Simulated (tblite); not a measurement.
Species: C₄H₃Cl₂NSi.
Bonds: N1–C2 (triple), C2–C3, C3–C4 (double), C4–C5 (double), C5–Si6, Si6–Cl7, Si6–Cl8. Hydrogens: H9 on C3; H10 on C5; H11 on Si6.

Computed with GFN2-xTB (tblite), gas phase: L-BFGS steps from a force-field or distance-geometry start until the largest atomic force falls under 0.01 eV/Å.

Step 28: E = -648.2838 eV
```
atom  x, y, z in Å  |  force x, y, z in eV/Å
N1      3.1296    1.6376   -1.0554   -0.007  -0.004   0.013
C2      2.5417    0.8934   -0.4115    0.025  -0.032  -0.032
C3      1.8292   -0.0150    0.3949   -0.017  -0.007  -0.012
C4      0.7041   -0.5516    0.0001    0.021   0.022   0.015
C5     -0.4664   -0.9657   -0.3558   -0.009  -0.018   0.038
Si6    -2.0410    0.0174    0.0356   -0.015   0.029  -0.016
Cl7    -1.5441    1.9609    0.1782   -0.019   0.014   0.020
Cl8    -2.8493   -0.6181    1.7681    0.024  -0.021   0.007
H9      2.2716   -0.2568    1.3521    0.011   0.014   0.014
H10    -0.5782   -1.8965   -0.8920    0.028  -0.005  -0.009
H11    -2.9919   -0.2030   -1.0403   -0.042   0.007  -0.039
```

Step 29: E = -648.2841 eV
```
atom  x, y, z in Å  |  force x, y, z in eV/Å
N1      3.1332    1.6369   -1.0547    0.009   0.012  -0.007
C2      2.5440    0.8923   -0.4127    0.022  -0.026  -0.025
C3      1.8300   -0.0142    0.3932    0.004  -0.010   0.009
C4      0.7044   -0.5494    0.0002   -0.022   0.000  -0.005
C5     -0.4659   -0.9652   -0.3536   -0.027  -0.010   0.030
Si6    -2.0422    0.0174    0.0360   -0.026   0.017  -0.029
Cl7    -1.5473    1.9615    0.1797   -0.020   0.010   0.019
Cl8    -2.8518   -0.6192    1.7683    0.028  -0.017  -0.002
H9      2.2713   -0.2576    1.3500    0.024   0.015   0.029
H10    -0.5773   -1.8958   -0.8906    0.029  -0.003  -0.003
H11    -2.9931   -0.2042   -1.0417   -0.021   0.012  -0.016
```

Step 30: E = -648.2844 eV
```
atom  x, y, z in Å  |  force x, y, z in eV/Å
N1      3.1372    1.6362   -1.0540    0.023   0.022  -0.024
C2      2.5470    0.8906   -0.4145    0.013  -0.021  -0.011
C3      1.8309   -0.0136    0.3915    0.026  -0.012   0.026
C4      0.7046   -0.5469    0.0003   -0.060  -0.019  -0.019
C5     -0.4660   -0.9649   -0.3507   -0.036   0.002   0.016
Si6    -2.0440    0.0178    0.0358   -0.032  -0.002  -0.037
Cl7    -1.5512    1.9622    0.1818   -0.020   0.007   0.017
Cl8    -2.8538   -0.6207    1.7683    0.030  -0.013  -0.013
H9      2.2714   -0.2580    1.3484    0.030   0.017   0.032
H10    -0.5757   -1.8951   -0.8892    0.026   0.001   0.007
H11    -2.9950   -0.2051   -1.0437    0.000   0.017   0.006
```

**Question.** Estimate the geometry and energy of step 31. (The exact step hangs on the optimiser's Hessian estimate; all steps are aligned on step 30, rigid shifts and turns removed.)

**Answer.** E = -648.2849 eV, largest force 0.089 eV/Å
```
atom  x, y, z in Å  |  force x, y, z in eV/Å
N1      3.1430    1.6355   -1.0536    0.029   0.017  -0.033
C2      2.5519    0.8881   -0.4172   -0.003  -0.012   0.007
C3      1.8325   -0.0131    0.3894    0.043  -0.015   0.034
C4      0.7043   -0.5437    0.0003   -0.082  -0.027  -0.021
C5     -0.4668   -0.9642   -0.3463   -0.032   0.016  -0.007
Si6    -2.0474    0.0181    0.0347   -0.029  -0.021  -0.035
Cl7    -1.5573    1.9628    0.1852   -0.021   0.007   0.012
Cl8    -2.8558   -0.6229    1.7681    0.030  -0.011  -0.024
H9      2.2723   -0.2582    1.3469    0.029   0.021   0.023
H10    -0.5734   -1.8940   -0.8868    0.018   0.004   0.019
H11    -2.9979   -0.2058   -1.0466    0.017   0.021   0.025
```

The energy changes by -0.0005 eV. The first-order estimate −F·Δx gives -0.0006 eV and the mean of the old and new forces, exact on a quadratic surface, -0.0005 eV. The step makes an angle of 71° with the force vector and moves no atom by more than 0.007 Å.

What follows is the cost of the whole relaxation. Hardware: Arm Neoverse N1, one thread (shared host). Cost: 1.5 s.
